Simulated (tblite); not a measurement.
Compound: C4H12ClNSi3.
Structure used (GFN2-xTB), in Å, numbered top down from 1:
```xyz
21
C4H12ClNSi3 angstrom
C      2.272   -1.314    1.402
C      1.542   -0.445    0.716
C      1.895    1.010    0.662
Si     0.002   -0.950   -0.246
Cl    -0.510   -2.854    0.186
C     -0.121   -0.479   -2.095
Si    -1.569    0.684   -1.639
N     -1.344    0.149    0.019
Si    -2.205    0.503    1.480
H      3.150   -1.014    1.953
H      2.021   -2.361    1.441
H      2.122    1.302   -0.362
H      1.048    1.608    0.993
H      2.757    1.229    1.290
H      0.756    0.004   -2.513
H     -0.384   -1.295   -2.759
H     -1.290    2.112   -1.773
H     -2.877    0.314   -2.175
H     -3.005   -0.658    1.880
H     -1.220    0.814    2.522
H     -3.049    1.658    1.174
```

Level: GFN2-xTB in tblite, geometry and Hessian alike; calculated harmonic values, unscaled, isolated species. Against measured fundamentals such values can be off by several per cent, at times by over 20. Modes of hydrogen on silicon can be 10 to 20 % off. One conformer, not necessarily the lowest.

Harmonic wavenumbers (cm⁻¹): 28.3, 40.2, 50.4, 72.6, 96.5, 112.2, 130.8, 148.5, 190.8, 219.3, 276.9, 288.0, 372.5, 406.4, 445.1, 455.4, 513.1, 546.4, 560.2, 581.8, 620.4, 648.7, 679.4, 683.4, 702.6, 759.5, 764.5, 785.1, 798.4, 812.4, 857.3, 915.7, 919.8, 969.0, 1013.6, 1040.2, 1062.5, 1071.3, 1223.6, 1395.4, 1421.5, 1461.8, 1473.8, 1483.4, 1684.5, 2206.2, 2230.0, 2252.6, 2257.7, 2280.8, 3007.3, 3022.1, 3024.7, 3026.6, 3030.8, 3071.0, 3120.3.

A = 948.0, B = 699.2, C = 664.4 MHz; mass 192.997 u (most abundant isotopes); point group C1, symmetry number 1.

Problem. What is the zero-point energy?

Solution. Half the sum of the wavenumbers: 31657 cm⁻¹ = 378.70 kJ/mol.

Problem. Entropy at 500 K, 1 bar (ideal gas, RRHO, classical rotation)?

Solution. Translation 185.24, rotation 136.02, vibration 323.96: S = 645.2 J/(mol K).

Problem. And Cp and H(500 K) − H(0)?

Solution. Cp = 301.79 J/(mol K), of which vibrations give 268.53 (their classical limit is 57 R = 473.9); H(500 K) − H(0) = 93.47 kJ/mol without the zero-point energy, 76.84 from vibrations.

Problem. Which modes carry the vibrational entropy at 500 K?

Solution. 28.3 cm⁻¹: 29.17; 40.2 cm⁻¹: 26.25; 50.4 cm⁻¹: 24.38; 72.6 cm⁻¹: 21.35; 96.5 cm⁻¹: 18.99; 112.2 cm⁻¹: 17.75 J/(mol K); the other 51 give 186.07 together.

Problem. Blend soft modes into free rotors: weight 1/[1 + (100 cm⁻¹/ν̃)⁴] for the oscillator and the rest for a rotor with moment μB/(μ + B), μ = h/(8π²ν), B = 10⁻⁴⁴ kg m². What vibrational entropy results?

Solution. 288.67 J/(mol K) in place of 323.96, which changes −T·S at 500 K by +17.64 kJ/mol.

Problem. What must be added to the electronic energy to get the Gibbs energy at 500 K and 1 bar?

Solution. ZPE + [H(500 K) − H(0)] − T·S = 378.70 + 93.47 − 322.61 = 149.56 kJ/mol.

Problem. How do the functions run with temperature in this model?

Solution. 
| T (K) | S (J/(mol K)) | Cp (J/(mol K)) | H − H(0) (kJ/mol) | G − H(0) (kJ/mol) | ln q(vib) |
| --- | --- | --- | --- | --- | --- |
| 150 | 390.2 | 136.7 | 13.47 | -45.06 | 6.31 |
| 250 | 473.7 | 194.9 | 30.06 | -88.36 | 10.65 |
| 298.15 | 510.3 | 220.6 | 40.07 | -112.06 | 12.63 |
| 400 | 581.8 | 266.6 | 64.98 | -167.74 | 16.69 |
| 600 | 702.8 | 329.9 | 125.10 | -296.59 | 24.08 |
| 900 | 848.7 | 388.8 | 233.66 | -530.20 | 33.86 |

q(vib) and H(0) count from the zero-point level.

Hindered rotation and anharmonicity are outside this model. Other conformers, if any are populated, would add a mixing term that is left out. The structure is chiral; the term R ln 2 for an equal mix with its mirror image is left out.
